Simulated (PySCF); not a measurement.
InI, SMILES [In][I] (connectivity only; charge and spin as stated), neutral, multiplicity 1. The structure is a stationary point at PBE-D3(BJ)/def2-TZVP. The def2 effective core potentials stand for the cores of I, In; spin–orbit coupling is left out.

Computed with PBE-D3(BJ)/def2-TZVP run with PySCF.

Harmonic wavenumbers (cm⁻¹): 169. Rotational constants (GHz): 1.074 (linear); symmetry number 1.

Task: Work out the zero-point energy and the ideal-gas rigid-rotor harmonic-oscillator thermochemistry at 298.15 K and 1 atm.

Result: ZPE = ½ Σ hcν = ½ × 169 cm⁻¹ = 0.24 kcal/mol. H − E(el) = 2.70 kcal/mol. Entropy in cal/(mol K): translation 42.35, rotation 19.20, vibration 2.45, total 64.00. G − E(el) = -16.38 kcal/mol. Cp = 8.84 cal/(mol K).
